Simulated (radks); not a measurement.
All-electron atom: Mn in [Ar] 3d5 4s2. Method: non-relativistic Kohn-Sham, PBE, spin-polarised, spherical densities, point nucleus; open shells are filled with parallel spins first; computed with a radial shooting solver on a logarithmic mesh with Libxc functionals. Some entries of the table are withheld. Estimate them.

orbital,occ.,eigenvalue (eV),<r^2> (bohr^2)
1s down,1,-6372.788,0.005083
1s up,1,-6372.777,0.005083
2s up,1,-732.5824,0.09433
2s down,1,-730.4506,0.09394
2p up,3,-627.6570,0.07592
2p down,3,-626.0599,0.07552
3s up,1,-85.6869,0.8529
3s down,1,-80.5378,0.8605
3p up,3,-55.7833,0.9691
3p down,3,-50.7250,0.9866
3d up,5,(1),1.861
4s up,1,(2),10.77
4s down,1,(3),12.82
3d down,0,(4),2.616

Answer. 
(1) 3d up eigenvalue (eV): -8.4028
(2) 4s up eigenvalue (eV): -5.4162
(3) 4s down eigenvalue (eV): -4.4174
(4) 3d down eigenvalue (eV): -3.9942
